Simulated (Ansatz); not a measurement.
Reaction (redistribution): `F[Si]O[SiH3]` + `[CH3][SbH2]` → `C[Si]F` + `[SiH3][O][SbH2]`

Calculated with Ansatz (gas phase, PBE0-D4/def2-TZVP geometries, no zero-point term in ΔE). CCSD(T)/CBS is the MP2 limit (def2-TZVPP, def2-QZVPP) plus CCSD(T) − MP2 in def2-TZVPP, frozen cores. This one scheme is used for every species. Functionals use def2-TZVPP. Elements past krypton have def2 core potentials. For Sb outer-core shells are correlated without core-valence functions, which leaves a few kJ/mol of doubt a bond. Each species was taken in one conformer, which may not be the lowest.

| species | r2SCAN energy (Eh) |
| --- | --- |
| `F[Si]O[SiH3]` | -755.93885 |
| `[CH3][SbH2]` | -281.42853 |
| `C[Si]F` | -429.23810 |
| `[SiH3][O][SbH2]` | -608.07368 |

Question: Work out ΔE.

Answer: ΔE = (-429.23810) + (-608.07368) − (-755.93885) − (-281.42853) = 0.05560 Eh = +146.0 kJ/mol. CCSD(T)/CBS gives +146.9 kJ/mol.

Largest T1 diagnostic among the species: 0.014.

From r2SCAN to r2SCAN0 (25 % exact exchange), in def2-TZVPP and without D4, ΔE moves by +4.1 kJ/mol. Leaving LDA and LC-ωPBE aside and taking each functional with its dispersion term where it has one, the values, not all of them listed here, spread over 15.5 kJ/mol, from B97M-V to PBE-QIDH. LDA lies +7.6 kJ/mol from PBE without D4.
